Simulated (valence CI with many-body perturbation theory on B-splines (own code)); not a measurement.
Values are calculated unless marked as measured or tabulated.
Level structure of Tl⁵⁰⁺

Level of theory: valence CI with perturbative core correlation (CI+MBPT): three valence electrons over a frozen Dirac-Fock core [Ar] 3d10, a basis of 11 s, 11 p, 9 d, 7 f, 5 g, 2 h, 1 i functions for each j, with the one-electron correlation potential Σ1, the two-electron term Σ2, the three-electron term Σ3, Breit, model QED; selected CI, second order for the rest (own B-spline code, finite nucleus).

The last digits are not significant, and no measured levels were compared; by estimate large intervals hold to a few tenths of a per cent, small ones and those within an open d or f shell to about a per cent.

Levels 46 to 67 of 67, with energies above the lowest level, (4s^2 4p1/2) J=1/2. "Leading %" is the weight of the configuration and term that name the level; weights of strongly mixed levels are sums over their largest components and can fall short. In the jj column 3d3/2^4 stands for four electrons in 3d with j = 3/2.

| No. | Configuration | Term | J | E (eV) | Leading % | g | Leading jj |
| --- | --- | --- | --- | --- | --- | --- | --- |
| 46 | 4s4p4f | ⁴D | 7/2 | 683.12 | 34 | 1.204 | 4s 4p1/2 4f7/2 (96 %) |
| 47 | 4s4p4f | ²D | 5/2 | 683.32 | 25 | 1.040 | 4s 4p1/2 4f5/2 (95 %) |
| 48 | 4s4p4f | ⁴F | 3/2 | 684.30 | 52 | 0.635 | 4s 4p1/2 4f5/2 (97 %) |
| 49 | 4s4p4f | ²G | 9/2 | 690.65 | 36 | 1.191 | 4s 4p1/2 4f7/2 (98 %) |
| 50 | 4s4p4f | ²G | 7/2 | 692.83 | 38 | 1.081 | 4s 4p1/2 4f7/2 (95 %) |
| 51 | 4s4p4f | ²D | 5/2 | 694.15 | 36 | 1.056 | 4s 4p1/2 4f7/2 (92 %) |
| 52 | 4p²4d | ²F | 5/2 | 719.12 | 52 | 0.946 | 4p1/2 4p3/2 4d3/2 (94 %) |
| 53 | 4p²4d | ⁴F | 3/2 | 721.35 | 40 | 0.911 | 4p1/2 4p3/2 4d3/2 (98 %) |
| 54 | 4p²4d | ⁴D | 1/2 | 721.64 | 81 | 0.163 | 4p1/2 4p3/2 4d3/2 (99 %) |
| 55 | 4p³ | ²P° | 3/2 | 724.82 | 50 | 1.283 | 4p3/2^3 (94 %) |
| 56 | 4p²4d | ²G | 7/2 | 728.44 | 43 | 1.043 | 4p1/2 4p3/2 4d3/2 (86 %) |
| 57 | 4p²4d | ²D | 3/2 | 739.98 | 41 | 1.149 | 4p1/2 4p3/2 4d3/2 (94 %) |
| 58 | 4p²4d | ⁴P | 1/2 | 742.36 | 36 | 1.746 | 4p1/2 4p3/2 4d3/2 (95 %) |
| 59 | 4p²4d | ²D | 5/2 | 742.56 | 31 | 1.194 | 4p1/2 4p3/2 4d3/2 (83 %) |
| 60 | 4p²4d | ⁴D | 7/2 | 754.49 | 47 | 1.306 | 4p1/2 4p3/2 4d5/2 (98 %) |
| 61 | 4p²4d | ²G | 9/2 | 758.15 | 61 | 1.181 | 4p1/2 4p3/2 4d5/2 (94 %) |
| 62 | 4p²4d | ²P | 3/2 | 761.37 | 49 | 1.365 | 4p1/2 4p3/2 4d5/2 (96 %) |
| 63 | 4p²4d | ²D | 5/2 | 762.86 | 40 | 1.128 | 4p1/2 4p3/2 4d5/2 (94 %) |
| 64 | 4p²4d | ²F | 7/2 | 774.43 | 55 | 1.103 | 4p1/2 4p3/2 4d5/2 (87 %) |
| 65 | 4p²4d | ⁴P | 5/2 | 775.81 | 33 | 1.226 | 4p1/2 4p3/2 4d5/2 (88 %) |
| 66 | 4p²4d | ²D | 3/2 | 777.82 | 61 | 0.912 | 4p1/2 4p3/2 4d5/2 (94 %) |
| 67 | 4p²4d | ²P | 1/2 | 778.51 | 56 | 1.171 | 4p1/2 4p3/2 4d5/2 (95 %) |
